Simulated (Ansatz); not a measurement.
Level of theory: frozen-core CCSD(T)/cc-pVDZ // PBE0-D3(BJ)/def2-SVP (Ansatz, a program for electronic structure). The restricted HF reference is unstable towards unrestricted orbitals.

Ansatz 0.2 input:
```yaml
crystal:
  periodic: [false, false, false]
  atoms:
    - { symbol: B, position_ang: [-2.919442, -1.554852, -0.326507] }
    - { symbol: C, position_ang: [-1.714569, -0.613645, -0.165576] }
    - { symbol: C, position_ang: [-1.979984, 0.774124, -0.060438] }
    - { symbol: C, position_ang: [-1.134342, 1.867635, 0.090822] }
    - { symbol: C, position_ang: [0.262424, 1.888248, 0.183438] }
    - { symbol: C, position_ang: [1.150918, 0.823028, 0.14725] }
    - { symbol: C, position_ang: [2.551116, 0.912415, 0.246207] }
    - { symbol: C, position_ang: [3.087056, -0.381496, 0.166985] }
    - { symbol: C, position_ang: [2.049136, -1.311805, 0.017322] }
    - { symbol: C, position_ang: [0.822934, -0.619093, -0.001333] }
    - { symbol: C, position_ang: [-0.428775, -1.20133, -0.133971] }
    - { symbol: H, position_ang: [-4.044013, -1.108415, -0.360011] }
    - { symbol: H, position_ang: [-2.752594, -2.750034, -0.420883] }
    - { symbol: H, position_ang: [-3.044391, 1.027715, -0.107119] }
    - { symbol: H, position_ang: [-1.625759, 2.84318, 0.144885] }
    - { symbol: H, position_ang: [0.719967, 2.877069, 0.30042] }
    - { symbol: H, position_ang: [3.112638, 1.839145, 0.364514] }
    - { symbol: H, position_ang: [4.149154, -0.626069, 0.2146] }
    - { symbol: H, position_ang: [2.156674, -2.392865, -0.070996] }
    - { symbol: H, position_ang: [-0.418148, -2.292954, -0.229606] }
basis:
  gaussian: { orbitals: cc-pVDZ }
correlation:
  method: ccsd_t
```

Output:

```
Functional definition: HF
1841 factors; integrals over basis functions are off by at most 1.1e-3 eV
mean field evaluation 1: about -11112.2668 eV, gradient 3.8e1 eV
mean field evaluation 2: about -11112.8007 eV, gradient 3.8e1 eV
mean field evaluation 4: about -11117.7276 eV, gradient 6.3e0 eV
mean field evaluation 8: about -11117.8395 eV, gradient 2.2e-1 eV
mean field evaluation 16: about -11116.7730 eV, gradient 1.2e1 eV
mean field -11117.84042240 eV, -408.5730995804 hartree, gradient 1.5e-6 eV, S^2 0.000000; 0 other end points of the search recorded, 0 dependent functions left out; unrestricted orbitals would lower it
11 core orbitals not correlated
reference -11117.84042240 eV, -408.5730995804 hartree; 26, 26 occupied and 162, 162 virtual orbitals, 1841 factors
second order -37.73898476 eV of doubles, -0.00000000 eV of singles
cycle   1  -37.71695714 eV  change    2.2e-2 eV  update   1.8e-1
cycle   2  -38.87051213 eV  change    -1.2e0 eV  update   6.8e-2
cycle   3  -39.19594420 eV  change   -3.3e-1 eV  update   3.3e-2
cycle   4  -39.22776792 eV  change   -3.2e-2 eV  update   1.2e-2
cycle   5  -39.22416685 eV  change    3.6e-3 eV  update   7.0e-3
cycle   6  -39.22571182 eV  change   -1.5e-3 eV  update   3.1e-3
cycle   7  -39.22556096 eV  change    1.5e-4 eV  update   1.2e-3
cycle   8  -39.22523205 eV  change    3.3e-4 eV  update   6.4e-4
cycle   9  -39.22533842 eV  change   -1.1e-4 eV  update   2.3e-4
cycle  10  -39.22548022 eV  change   -1.4e-4 eV  update   1.4e-4
cycle  11  -39.22526387 eV  change    2.2e-4 eV  update   6.7e-5
cycle  12  -39.22532433 eV  change   -6.0e-5 eV  update   3.8e-5
cycle  13  -39.22531979 eV  change    4.5e-6 eV  update   2.1e-5
perturbative correction -1.95678276 eV, -0.0719104399 hartree
Total energy: -11159.02252495 eV, -410.0865139346 hartree
```

Cost: around 12 core-minutes (rough).
